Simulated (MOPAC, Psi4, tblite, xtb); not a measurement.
Interaction energy of H3N ··· H3ClSi (SMILES N and [SiH3]Cl). Monomers: optimised at B3LYP-D3(BJ) (def2-TZVP), held rigid. Orientation: lowest of the rigid-body minima from ten starts at GFN2-xTB. Only R, the distance of the centres of mass, is varied, so the lowest point isn't the relaxed dimer.

Levels: GFN1-xTB (xtb); GFN2-xTB (tblite); PM6, restricted, heats of formation (MOPAC); SAPT0/jun-cc-pVDZ, frozen core (Psi4).

Interaction energies in kJ/mol; the last columns give the difference from SAPT0:

```tsv
R / Å	GFN1-xTB	GFN2-xTB	PM6	SAPT0/jun-cc-pVDZ	GFN1-xTB − SAPT0/jun-cc-pVDZ	GFN2-xTB − SAPT0/jun-cc-pVDZ	PM6 − SAPT0/jun-cc-pVDZ
2.36	-21.86	17.96	1.50	44.53	-66.40	-26.58	-43.03
2.60	-39.13	-3.61	-8.84	12.63	-51.76	-16.24	-21.47
2.83	-38.58	-10.20	-8.93	-2.17	-36.41	-8.03	-6.76
2.99	-33.80	-11.02	-7.72	-7.18	-26.63	-3.85	-0.54
3.17	-27.08	-10.45	-6.53	-9.74	-17.34	-0.71	3.20
3.41	-18.56	-8.89	-5.43	-10.32	-8.24	1.42	4.89
3.72	-10.52	-6.75	-4.12	-9.00	-1.52	2.25	4.88
3.98	-6.39	-5.28	-2.98	-7.43	1.03	2.15	4.45
4.51	-2.48	-3.29	-1.30	-4.67	2.19	1.38	3.37
5.18	-0.96	-1.93	-0.57	-2.62	1.66	0.69	2.05
6.15	-0.35	-1.00	-0.32	-1.29	0.94	0.28	0.96
7.53	-0.11	-0.49	-0.20	-0.59	0.48	0.10	0.39
```

GFN1-xTB is furthest from SAPT0/jun-cc-pVDZ at 2.36 (-66.40 kJ/mol, below); its mean absolute difference over the points is 17.88 kJ/mol.

GFN2-xTB is furthest from SAPT0/jun-cc-pVDZ at 2.36 (-26.58 kJ/mol, below); its mean absolute difference over the points is 5.31 kJ/mol.

PM6 is furthest from SAPT0/jun-cc-pVDZ at 2.36 (-43.03 kJ/mol, below); its mean absolute difference over the points is 8.00 kJ/mol.
